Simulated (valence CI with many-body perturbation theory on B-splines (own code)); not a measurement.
**E1 line list for Pt⁵⁺**

Computed by valence CI with perturbative core correlation (CI+MBPT): five valence electrons over a frozen Dirac-Fock core [Xe] 4f14, a basis of 7 s, 7 p, 8 d, 6 f, 4 g, 1 h functions for each j, with the one-electron correlation potential Σ1, the two-electron term Σ2, the three-electron term Σ3, Breit, model QED; selected CI, second order for the rest (own B-spline code, finite nucleus).

No measured spectrum was set against this ion. As an estimate, terms of the open shell hold to 2 to 4 % of their energy, and close levels can change places; different configurations can be misplaced against each other by 1,000 to 8,000 cm⁻¹. Among the levels kept, up to 2100 cm⁻¹ of a level comes from second order outside the variational space, and about a tenth of that is noise between levels of different J, which matters for small intervals.

Lines 351 to 400 of 553 in falling wavelength, among levels below 267030 cm⁻¹, chosen from the strongest by gf and those to the six lowest levels. Wavelengths and rates use the calculated energies, so an error of 2000 cm⁻¹ moves a line at 49.22 nm by 0.98 % and its rate by three times that or more. Electric multipoles are in the length gauge, E1 and E2 with the static RPA response of the core. Weak lines are less certain than strong ones. Lines between different terms over intervals too small for the method are left out, as are lines whose strength nearly cancels. Where a level lies close to another of its J and parity, the split of strength between their lines is uncertain. The highest levels of a list are the least certain.

Levels are named by their leading jj configuration (3d3/2^4 stands for four electrons in 3d with j = 3/2), which in mixed levels can hold well under half, so a name can repeat and another be missing. Letters in brackets count levels of one name in rising energy.

```csv
λ vac (nm),Upper,Lower,A (s⁻¹),log gf,Branch %
49.22,(5d3/2^2 5d5/2^2 6p1/2) J=7/2 [e],(5d3/2^2 5d5/2^3) J=7/2 [a],8.83e+08,-0.59,7.7
49.16,(5d3/2^2 5d5/2^2 6p1/2) J=3/2 [d],(5d3/2^3 5d5/2^2) J=1/2,2.66e+09,-0.41,34.5
49.15,(5d3/2^2 5d5/2^2 6p1/2) J=5/2 [d],(5d3/2^3 5d5/2^2) J=3/2,1.78e+08,-1.41,3.0
49.14,(5d3/2 5d5/2^3 6p1/2) J=11/2 [c],(5d3/2^2 5d5/2^3) J=9/2 [a],7.08e+08,-0.51,12.8
49.11,(5d3/2^2 5d5/2^2 6p1/2) J=3/2 [e],(5d3/2^2 5d5/2^3) J=3/2 [a],4.03e+09,-0.23,38.5
49.09,(5d3/2^2 5d5/2^2 6p1/2) J=1/2 [b],(5d3/2^3 5d5/2^2) J=3/2,7.71e+09,-0.25,65.7
49.09,(5d3/2^2 5d5/2^2 6p1/2) J=11/2 [b],(5d3/2^3 5d5/2^2) J=11/2,6.78e+08,-0.53,17.1
49.05,(5d3/2^2 5d5/2^2 6p3/2) J=9/2 [d],(5d3/2^2 5d5/2^3) J=9/2 [b],7.00e+08,-0.60,11.2
49.04,(5d3/2^2 5d5/2^2 6p3/2) J=5/2 [a],(5d3/2^3 5d5/2^2) J=7/2 [b],1.14e+09,-0.61,10.9
49.03,(5d3/2^2 5d5/2^2 6p1/2) J=7/2 [b],(5d3/2^4 5d5/2) J=5/2,1.63e+09,-0.33,48.3
49.02,(5d3/2 5d5/2^3 6p1/2) J=9/2 [d],(5d3/2 5d5/2^4) J=9/2,1.70e+09,-0.21,21.4
49.00,(5d3/2^2 5d5/2^2 6p1/2) J=11/2 [c],(5d3/2^3 5d5/2^2) J=9/2,6.88e+08,-0.53,9.7
48.99,(5d3/2^2 5d5/2^2 6p1/2) J=9/2 [d],(5d3/2^3 5d5/2^2) J=11/2,1.00e+09,-0.44,24.7
48.95,(5d3/2^2 5d5/2^2 6p3/2) J=3/2 [f],(5d3/2^2 5d5/2^3) J=5/2 [b],1.54e+09,-0.66,16.1
48.95,(5d3/2^2 5d5/2^2 6p3/2) J=5/2 [b],(5d3/2^2 5d5/2^3) J=3/2 [b],1.04e+09,-0.65,14.5
48.94,(5d3/2^3 5d5/2 6p3/2) J=5/2 [a],(5d3/2^4 5d5/2) J=5/2,2.79e+08,-1.22,5.1
48.92,(5d3/2 5d5/2^3 6p1/2) J=11/2 [b],(5d3/2^2 5d5/2^3) J=11/2,1.11e+09,-0.32,27.2
48.91,(5d3/2 5d5/2^3 6p3/2) J=9/2,(5d3/2^2 5d5/2^3) J=7/2 [c],6.11e+08,-0.66,10.8
48.89,(5d3/2^2 5d5/2^2 6p3/2) J=11/2 [b],(5d3/2^2 5d5/2^3) J=9/2 [b],6.01e+08,-0.59,12.8
48.89,(5d3/2^2 5d5/2^2 6p3/2) J=7/2 [f],(5d3/2^2 5d5/2^3) J=9/2 [b],1.83e+09,-0.28,14.4
48.89,(5d3/2^2 5d5/2^2 6p1/2) J=5/2 [d],(5d3/2^3 5d5/2^2) J=7/2 [a],1.28e+09,-0.56,21.7
48.87,(5d3/2^2 5d5/2^2 6p3/2) J=5/2 [f],(5d3/2^2 5d5/2^3) J=7/2 [c],2.22e+09,-0.32,24.0
48.86,(5d3/2^2 5d5/2^2 6p1/2) J=7/2 [c],(5d3/2^3 5d5/2^2) J=5/2 [b],1.67e+09,-0.32,35.8
48.82,(5d3/2^2 5d5/2^2 6p1/2) J=5/2 [e],(5d3/2^3 5d5/2^2) J=3/2,1.02e+09,-0.66,17.9
48.75,(5d3/2 5d5/2^3 6p1/2) J=13/2,(5d3/2^2 5d5/2^3) J=11/2,7.24e+08,-0.44,27.1
48.68,(5d3/2^2 5d5/2^2 6p1/2) J=11/2 [c],(5d3/2^3 5d5/2^2) J=11/2,4.32e+09,0.27,60.8
48.61,(5d3/2^2 5d5/2^2 6p3/2) J=3/2 [d],(5d3/2^2 5d5/2^3) J=3/2 [b],1.56e+09,-0.66,18.5
48.61,(5d3/2^2 5d5/2^2 6p1/2) J=3/2 [b],(5d3/2^4 5d5/2) J=5/2,9.35e+08,-0.88,20.2
48.61,(5d3/2^2 5d5/2^2 6p1/2) J=9/2 [d],(5d3/2^3 5d5/2^2) J=7/2 [a],8.41e+08,-0.53,20.8
48.56,(5d3/2^2 5d5/2^2 6p1/2) J=5/2 [e],(5d3/2^3 5d5/2^2) J=7/2 [a],2.72e+09,-0.24,47.8
48.55,(5d3/2^2 5d5/2^2 6p3/2) J=5/2 [f],(5d3/2 5d5/2^4) J=3/2 [a],1.51e+09,-0.50,16.3
48.54,(5d3/2 5d5/2^3 6p1/2) J=7/2 [b],(5d3/2^2 5d5/2^3) J=7/2 [a],1.08e+09,-0.52,19.4
48.52,(5d3/2^2 5d5/2^2 6p1/2) J=7/2 [d],(5d3/2^3 5d5/2^2) J=5/2 [b],9.73e+08,-0.56,19.0
48.51,(5d3/2^2 5d5/2^2 6p1/2) J=3/2 [d],(5d3/2^3 5d5/2^2) J=5/2 [b],1.58e+09,-0.65,20.5
48.49,(5d3/2^2 5d5/2^2 6p3/2) J=9/2 [e],(5d3/2^2 5d5/2^3) J=9/2 [b],6.58e+08,-0.63,12.2
48.47,(5d3/2^3 5d5/2 6p3/2) J=5/2 [b],(5d3/2^3 5d5/2^2) J=3/2,2.26e+09,-0.32,31.6
48.42,(5d3/2^2 5d5/2^2 6p3/2) J=7/2 [d],(5d3/2^2 5d5/2^3) J=9/2 [a],1.30e+09,-0.44,18.8
48.35,(5d3/2 5d5/2^3 6p1/2) J=11/2 [c],(5d3/2^2 5d5/2^3) J=11/2,9.69e+08,-0.39,17.4
48.35,(5d3/2^2 5d5/2^2 6p3/2) J=11/2 [a],(5d3/2^2 5d5/2^3) J=13/2,1.41e+09,-0.23,14.6
48.28,(5d3/2 5d5/2^3 6p3/2) J=7/2 [b],(5d3/2^2 5d5/2^3) J=5/2 [c],1.21e+09,-0.47,16.6
48.20,(5d3/2^2 5d5/2^2 6p1/2) J=3/2 [d],(5d3/2^3 5d5/2^2) J=3/2,3.95e+08,-1.26,5.1
48.19,(5d3/2^2 5d5/2^2 6p3/2) J=7/2 [c],(5d3/2^3 5d5/2^2) J=7/2 [b],4.33e+09,0.08,47.2
48.13,(5d3/2 5d5/2^3 6p3/2) J=5/2,(5d3/2^2 5d5/2^3) J=5/2 [c],1.36e+09,-0.55,13.0
48.07,(5d3/2^2 5d5/2^2 6p3/2) J=5/2 [d],(5d3/2^2 5d5/2^3) J=5/2 [a],1.71e+09,-0.45,18.0
48.04,(5d3/2 5d5/2^3 6p1/2) J=9/2 [b],(5d3/2^2 5d5/2^3) J=7/2 [a],3.25e+09,0.05,51.1
48.04,(5d3/2^3 5d5/2 6p3/2) J=1/2 [b],(5d3/2^3 5d5/2^2) J=3/2,9.37e+08,-1.19,13.1
47.97,(5d3/2 5d5/2^3 6p1/2) J=9/2 [a],(5d3/2^3 5d5/2^2) J=9/2,8.48e+08,-0.53,22.0
47.97,(5d3/2^2 5d5/2^2 6p1/2) J=5/2 [c],(5d3/2^4 5d5/2) J=5/2,4.86e+09,0.00,60.8
47.97,(5d3/2 5d5/2^3 6p1/2) J=7/2 [a],(5d3/2^3 5d5/2^2) J=7/2 [a],7.58e+08,-0.68,18.4
47.97,(5d3/2^2 5d5/2^2 6p3/2) J=5/2 [a],(5d3/2^3 5d5/2^2) J=5/2 [c],2.15e+09,-0.35,20.5
```
